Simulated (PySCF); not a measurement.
Compound: C4H6ClN3.
Bonds: C1–C2, C2–N3 (aromatic), N3–N4 (aromatic), N4–C5, N4–N6 (aromatic), N6–C7 (aromatic), C7–Cl8, C2–C7 (aromatic). Hydrogens: H9, H10, H11 on C1; H12, H13, H14 on C5.

Level: PBE0/pcSseg-1 and PBE0/def2-SVPD in PySCF, non-relativistic, on one gas-phase PBE0-D3(BJ)/def2-SVP geometry that isn't relaxed in the solvent. The solvent is an IEF-PCM continuum (van der Waals radii × 1.2). Only the electrostatic response of the medium enters.

Gas phase at PBE0/pcSseg-1: HOMO -7.17 eV, LUMO -0.24 eV, dipole 1.78 D.

Task: What does the continuum do to the energy, the frontier levels and the dipole at PBE0/pcSseg-1 in tetrahydrofuran and dichloromethane?

Result: 
```json
{"solvent": "tetrahydrofuran", "ε": "7.426", "E(solvent) − E(gas) (kcal/mol)": "-4.37", "polarisation term (kcal/mol)": "-4.78", "distortion of the solute (kcal/mol)": "0.41", "HOMO (eV)": "-7.21", "LUMO (eV)": "-0.33", "dipole (D)": "2.07"}
{"solvent": "dichloromethane", "ε": "8.93", "E(solvent) − E(gas) (kcal/mol)": "-4.54", "polarisation term (kcal/mol)": "-4.98", "distortion of the solute (kcal/mol)": "0.44", "HOMO (eV)": "-7.22", "LUMO (eV)": "-0.33", "dipole (D)": "2.08"}
```

The polarisation term is half the interaction of the solute with the surface charges that it induces; the rest is the cost of distorting the solute's density. The sum is the electrostatic part of solvation alone. From tetrahydrofuran to dichloromethane the lowering changes by a factor 1.04, Onsager's factor (ε − 1)/(2ε + 1) by 1.04 and ε itself by 1.2.

Task: Which radius a makes the point-dipole formula ΔE = −[(ε − 1)/(2ε + 1)]·μ²/a³ give the value in dichloromethane, with the gas-phase dipole?

Result: μ = 0.699 au and |ΔE| = 0.00723 Eh give a = 1.61 Å; the farthest nucleus lies 3.21 Å from the centroid of the nuclei, so such a sphere wouldn't even hold the nuclei. The formula assumes a rigid point dipole at the centre of a sphere.

Task: Which IAO charges (PBE0/pcSseg-1) respond most in dichloromethane (means over atoms taken as equivalent)?

Result: 
| atoms | environment | gas (e) | solvent (e) | change |
| --- | --- | --- | --- | --- |
| N6 | pyridine-type nitrogen | -0.239 | -0.256 | -0.017 |
| N3 | pyridine-type nitrogen | -0.242 | -0.257 | -0.015 |
| H12/H13/H14 | methyl hydrogen | +0.170 | +0.178 | +0.008 |
| N4 | pyrrole-type nitrogen | +0.153 | +0.160 | +0.007 |
| C5 | N-methyl carbon | -0.307 | -0.312 | -0.005 |
| H9/H10/H11 | methyl hydrogen | +0.161 | +0.167 | +0.006 |
| C1 | benzylic-type carbon | -0.429 | -0.435 | -0.006 |
| Cl8 | aryl chlorine | +0.004 | -0.001 | -0.005 |
| C2 | substituted aromatic carbon | +0.058 | +0.062 | +0.004 |
| C7 | aromatic C–Cl carbon | +0.009 | +0.005 | -0.004 |

Task: Which Mayer bond orders change most in dichloromethane?

Result: 
```tsv
bond	length (Å)	gas	solvent	change
N4–N6	1.316	1.219	1.232	+0.013
C7–Cl8	1.707	1.052	1.042	-0.010
C7–C2	1.411	1.242	1.252	+0.010
N3–N4	1.317	1.229	1.237	+0.008
N4–C5	1.439	0.893	0.885	-0.008
N6–C7	1.324	1.453	1.446	-0.007
C2–N3	1.331	1.465	1.460	-0.005
C1–H9	1.097	0.943	0.939	-0.004
```

Task: How do the nuclear quadrupole coupling constants eQVzz/h respond in dichloromethane?

Result: 
| nucleus | Q (barn) | gas (MHz) | solvent (MHz) | η gas | η solvent |
| --- | --- | --- | --- | --- | --- |
| 14N at N3 | 0.02044 | -4.84 | -4.73 | 0.45 | 0.47 |
| 14N at N4 | 0.02044 | -3.83 | -3.68 | 0.44 | 0.53 |
| 14N at N6 | 0.02044 | -4.80 | -4.69 | 0.48 | 0.50 |
| 35Cl at Cl8 | -0.0817 | -77.85 | -77.18 | 0.06 | 0.05 |

Gas phase at PBE0/def2-SVPD: HOMO -7.20 eV, LUMO -0.38 eV, dipole 1.76 D.

Task: What does the continuum do to the energy, the frontier levels and the dipole at PBE0/def2-SVPD in dichloromethane?

Result: 
```tsv
solvent	ε	E(solvent) − E(gas) (kcal/mol)	polarisation term (kcal/mol)	distortion of the solute (kcal/mol)	HOMO (eV)	LUMO (eV)	dipole (D)
dichloromethane	8.93	-4.44	-4.94	0.50	-7.23	-0.46	2.10
```

Task: How does the static polarisability (PBE0/def2-SVPD, frozen core, with the continuum's full static response) change?

Result: 
```json
{"medium": "gas", "isotropic (au)": "82.3", "principal values (au)": "55.7, 83.7, 107.5", "⟨r²⟩ of the electrons (bohr²)": "1184.3"}
{"medium": "dichloromethane", "isotropic (au)": "106.0", "principal values (au)": "72.4, 109.0, 136.6", "⟨r²⟩ of the electrons (bohr²)": "1183.0"}
```

The isotropic value in dichloromethane is 1.29 times the gas-phase one; no cavity-field correction is applied. ⟨r²⟩ is taken about the centre of nuclear charge.

Time: 11 s of wall time; peak memory 0.90 GiB. Hardware: an AMD EPYC 9R45 with one thread, shared host with 96 logical CPUs at a one-minute load of 12. This is the whole shielding run at PBE0/pcSseg-1 in dichloromethane, SCF included.
